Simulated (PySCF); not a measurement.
# Polarisability as a sum over states

Species: C7H5NO2.
Structure used (GFN2-xTB), in Å, numbered top down from 1:
```
atom  x, y, z in Å
O1    -2.8389   -0.5444   -0.1592
C2    -1.5364   -0.1645   -0.0770
C3    -1.2896    1.2176    0.0352
C4    -0.0153    1.7240    0.1243
C5     1.0286    0.8066    0.1006
O6     2.3563    1.0295    0.1741
N7     2.9994   -0.1691    0.1139
C8     2.1194   -1.1137    0.0059
C9     0.7986   -0.5777   -0.0113
C10   -0.5000   -1.0763   -0.1029
H11   -2.9014   -1.5039   -0.2367
H12   -2.1456    1.8729    0.0488
H13    0.1721    2.7811    0.2092
H14    2.4320   -2.1366   -0.0551
H15   -0.6834   -2.1375   -0.1915
```

The calculation used TDDFT PBE0/def2-SVPD, vertical, gas phase, core orbitals frozen in the response in PySCF 2.14.0, density-fitted response routines.

Excitation energies and transition dipoles (atomic units, axes of the coordinates) of those of the lowest 6 singlets that add 0.02 au or more to the mean polarisability:

```json
{"state": "S1", "ΔE (hartree)": "0.1665", "μx": "-0.438", "μy": "0.701", "μz": "0.034"}
{"state": "S2", "ΔE (hartree)": "0.2007", "μx": "-0.815", "μy": "-0.202", "μz": "-0.050"}
{"state": "S3", "ΔE (hartree)": "0.2158", "μx": "-0.004", "μy": "-0.011", "μz": "0.147"}
{"state": "S5", "ΔE (hartree)": "0.2263", "μx": "0.888", "μy": "0.278", "μz": "0.057"}
{"state": "S6", "ΔE (hartree)": "0.2427", "μx": "1.302", "μy": "-0.646", "μz": "0.007"}
```

Q: What does each state add to αxx, αyy and αzz, and how do the sums compare with the full static tensor?

A: Each state adds 2 μα² / ΔE.

| state | αxx (au) | αyy (au) | αzz (au) |
| --- | --- | --- | --- |
| S1 | 2.30 | 5.90 | 0.01 |
| S2 | 6.61 | 0.40 | 0.02 |
| S3 | 0.00 | 0.00 | 0.20 |
| S5 | 6.97 | 0.68 | 0.03 |
| S6 | 13.97 | 3.44 | 0.00 |
| all 6 states | 29.8 | 10.4 | 0.3 |
| full response | 124.5 | 98.4 | 51.6 |
| share (%) | 24 | 11 | 1 |

The rest comes from the higher roots of the same response equations.

Q: Give the full tensor and its principal values.

A: In au, rows and columns x, y, z:
```
x   124.5  -3.4   2.8
y    -3.4  98.4   3.3
z     2.8   3.3  51.6
```
Principal values 51.3, 98.3 and 125.0 au; mean 91.5 au (13.56 Å³).

Q: By how much does the contribution of these states grow at 589.3 nm?

A: With ω = 0.0773 hartree each state's term in the mean polarisability goes from f / ΔE² to f / (ΔE² − ω²), f = (2/3) ΔE |μ|²; the sum over all 6 states goes from 13.52 to 15.69 au, a rise of 2.17 au.

A one-level model with all 50 active electrons at a single energy would need ΔE = √(N/α) = 20.1 eV to give this α, against S1 at 4.53 eV.

The run took about 80 s of CPU time (one thread, shared machine).

One conformer stands for the species.
